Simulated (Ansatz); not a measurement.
Reaction (formal exchange of groups at the Si–Si bond): `C[SiH2][SiH](F)[SiH3]` + `Br[SiH2]Br` → `[SiH3][SiH](Br)Br` + `C[SiH2][SiH2]F`

Isolated molecules relaxed with PBE0-D4/def2-TZVP in Ansatz; ΔE leaves out vibrations. CCSD(T)/CBS is the MP2 limit (def2-TZVPP, def2-QZVPP) plus CCSD(T) − MP2 in def2-TZVPP, frozen cores. DFT in def2-TZVPP. For Br outer-core shells are correlated without core-valence functions, which leaves a few kJ/mol of doubt a bond. Scalar relativity is left out up to krypton. Each species was taken in one conformer, which may not be the lowest.

```tsv
level	ΔE (kJ/mol)
PBE-D4	-4.8
PBE0-D4	-5.2
```

Problem. What does CCSD(T)/CBS give? (Best estimate.)

Solution. Computed: -6.4 kJ/mol. The listed levels differ from it by 1.6, 1.2 kJ/mol.

Largest T1 diagnostic among the species: 0.012.
